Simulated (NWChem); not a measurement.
Program: NWChem. System: sulfur hexafluoride (F6S), charge 0, spin multiplicity 1, at a geometry optimised with PBE0/def2-SVP. Level: RHF/def2-SVP.

The NWChem input:

```
start mol
memory heap 200 mb stack 900 mb global 1100 mb
geometry units angstroms nocenter noautoz
  F      0.000000     0.000000     1.580681
  S      0.000000     0.000000     0.000000
  F      1.580679     0.000000     0.000000
  F      0.000000     1.580679     0.000000
  F     -1.580679     0.000000     0.000000
  F      0.000000    -1.580679     0.000000
  F      0.000000     0.000000    -1.580681
  symmetry group D2h
end
basis spherical
  * library def2-svp
end
scf
  rhf
  nopen 0
  maxiter 100
  thresh 1e-7
  semidirect memsize 60000000 filesize 0
end
task scf energy
```

NWChem printed:

```
             Northwest Computational Chemistry Package (NWChem) 7.3.0
             --------------------------------------------------------

                                NWChem Input Module
                                -------------------

 Scaling coordinates for geometry "geometry" by  1.889725989
 (inverse scale =  0.529177249)

 Turning off AUTOSYM since
 SYMMETRY directive was detected!

                             Geometry "geometry" -> ""
                             -------------------------

 Output coordinates in angstroms (scale by  1.889725989 to convert to a.u.)

  No.       Tag          Charge          X              Y              Z
 ---- ---------------- ---------- -------------- -------------- --------------
    1 F                    9.0000     0.00000000     0.00000000     1.58068100
    2 S                   16.0000     0.00000000     0.00000000     0.00000000
    3 F                    9.0000     1.58067900     0.00000000     0.00000000
    4 F                    9.0000     0.00000000     1.58067900     0.00000000
    5 F                    9.0000    -1.58067900     0.00000000     0.00000000
    6 F                    9.0000     0.00000000    -1.58067900     0.00000000
    7 F                    9.0000     0.00000000     0.00000000    -1.58068100

 Effective nuclear repulsion energy (a.u.)     560.0197457967

            Nuclear Dipole moment (a.u.)
            ----------------------------
        X                 Y               Z
 ---------------- ---------------- ----------------
     0.0000000000     0.0000000000     0.0000000000

      Symmetry information
      --------------------

 Group name             D2h
 Group number             26
 Group order               8
 No. of unique centers     4

      Symmetry unique atoms

     1    2    3    4


 Summary of "ao basis" -> "" (spherical)
 ------------------------------------------------------------------------------
       Tag                 Description            Shells   Functions and Types
 ---------------- ------------------------------  ------  ---------------------
 *                          def2-svp                  on all atoms
[...]
     7     -0.245887  1 F  px                41      0.245885  3 F  pz
    69     -0.245885  5 F  pz                95      0.245887  7 F  px

 Vector   36  Occ=0.000000D+00  E= 1.220203D-01  Symmetry=ag
              MO Center=  2.9D-17, -1.6D-16, -1.8D-16, r^2= 2.0D+00
   Bfn.  Coefficient  Atom+Function         Bfn.  Coefficient  Atom+Function
  ----- ------------  ---------------      ----- ------------  ---------------
    17      1.069937  2 S  s                 18      0.682585  2 S  s
    16     -0.542327  2 S  s                  9      0.268836  1 F  pz
    39      0.268836  3 F  px                54      0.268836  4 F  py
    67     -0.268836  5 F  px                82     -0.268836  6 F  py
    97     -0.268836  7 F  pz                 6     -0.236883  1 F  pz

 Vector   37  Occ=0.000000D+00  E= 3.274726D-01  Symmetry=b1u
              MO Center=  4.3D-16,  4.1D-16,  7.1D-15, r^2= 1.9D+00
   Bfn.  Coefficient  Atom+Function         Bfn.  Coefficient  Atom+Function
  ----- ------------  ---------------      ----- ------------  ---------------
    27      1.383051  2 S  pz                24      0.644588  2 S  pz
     3     -0.634953  1 F  s                 91      0.634953  7 F  s
     9      0.476045  1 F  pz                97      0.476045  7 F  pz
     6     -0.291320  1 F  pz                21      0.291505  2 S  pz
    94     -0.291320  7 F  pz                41     -0.167901  3 F  pz

 Vector   38  Occ=0.000000D+00  E= 3.274744D-01  Symmetry=b2u
              MO Center=  1.3D-15,  9.4D-17,  6.1D-17, r^2= 1.9D+00
   Bfn.  Coefficient  Atom+Function         Bfn.  Coefficient  Atom+Function
  ----- ------------  ---------------      ----- ------------  ---------------
    26      1.383059  2 S  py                23      0.644587  2 S  py
    49     -0.634958  4 F  s                 77      0.634958  6 F  s
    54      0.476047  4 F  py                82      0.476047  6 F  py
    20      0.291504  2 S  py                51     -0.291319  4 F  py
    79     -0.291319  6 F  py                 8     -0.167901  1 F  py

 center of mass
 --------------
 x =   0.00000000 y =   0.00000000 z =   0.00000000

 moments of inertia (a.u.)
 ------------------
         678.051383918933           0.000000000000           0.000000000000
           0.000000000000         678.051383918933           0.000000000000
           0.000000000000           0.000000000000         678.050525995275

  Mulliken analysis of the total density
  --------------------------------------

    Atom       Charge   Shell Charges
 -----------   ------   -------------------------------------------------------
    1 F    9     9.39   1.99  1.13  0.85  3.33  2.08  0.01
    2 S   16    13.65   2.00  1.99  1.14 -0.14  5.94  1.46  0.31  0.95
    3 F    9     9.39   1.99  1.13  0.85  3.33  2.08  0.01
    4 F    9     9.39   1.99  1.13  0.85  3.33  2.08  0.01
    5 F    9     9.39   1.99  1.13  0.85  3.33  2.08  0.01
    6 F    9     9.39   1.99  1.13  0.85  3.33  2.08  0.01
    7 F    9     9.39   1.99  1.13  0.85  3.33  2.08  0.01

       Multipole analysis of the density wrt the origin
       ------------------------------------------------

     L   x y z        total         open         nuclear
     -   - - -        -----         ----         -------
     0   0 0 0     -0.000000      0.000000     70.000000

     1   1 0 0      0.000000      0.000000      0.000000
     1   0 1 0     -0.000000      0.000000      0.000000
     1   0 0 1     -0.000000      0.000000      0.000000

     2   2 0 0    -32.544565      0.000000    160.604439
     2   1 1 0     -0.000000      0.000000      0.000000
     2   1 0 1      0.000000      0.000000      0.000000
     2   0 2 0    -32.544565      0.000000    160.604439
     2   0 1 1     -0.000000      0.000000      0.000000
     2   0 0 2    -32.544595      0.000000    160.604845

 Task  times  cpu:        0.5s     wall:        0.5s

 Total times  cpu:        0.5s     wall:        0.5s
```
